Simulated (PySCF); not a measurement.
# Dipole response of Tc (technetium, neutral)

[Kr] 4d5 5s2, high-spin 6S determinant. Calculation: PySCF 2.14, in aug-cc-pVDZ-PP with ECP28MDF; scalar relativity through the core potential. Coupled (time-dependent) response in atomic units; α is the mean over directions. A double-zeta set is small for polarisabilities.

```json
{"method": "UHF", "mean α (bohr³)": "133.9", "C₆ (like pair)": "1534", "S(−4)": "27870"}
{"method": "PBE", "mean α (bohr³)": "84.58", "C₆ (like pair)": "955.3", "S(−4)": "4150"}
{"method": "PBE0", "mean α (bohr³)": "90.12", "C₆ (like pair)": "1033", "S(−4)": "4895"}
{"method": "HSE06", "mean α (bohr³)": "88.02", "C₆ (like pair)": "1006", "S(−4)": "4501"}
```

S(−4) is the Cauchy moment in α(ω) = α(0) + S(−4) ω² + …

Reference α: 79 ± 10 bohr³ (recommended; Schwerdtfeger and Nagle, table of static dipole polarizabilities (2023 update)). Published C₆: 939.0 (Gould and Bucko (2016)).

Hartree-Fock lies above the reference because it lacks correlation, which contracts the outer shell.

α(iu) at HSE06:

```
u (hartree)  α(iu) (bohr³)
          0          88.02
     0.0500          78.59
      0.100          61.68
      0.200          36.74
      0.300          24.03
      0.500          13.33
      0.750          8.270
       1.00          5.830
       1.50          3.435
       2.00          2.279
       3.00          1.207
       5.00         0.4962
```

A single London oscillator, α(iu) = α/(1 + u²/ω²), gives C₆ = (3/4) ω α². Matching the computed C₆ needs ω = 4 × 1006 / (3 × 88.02²) = 0.173 hartree.

Energies and moments cover only the electrons outside the core potential.
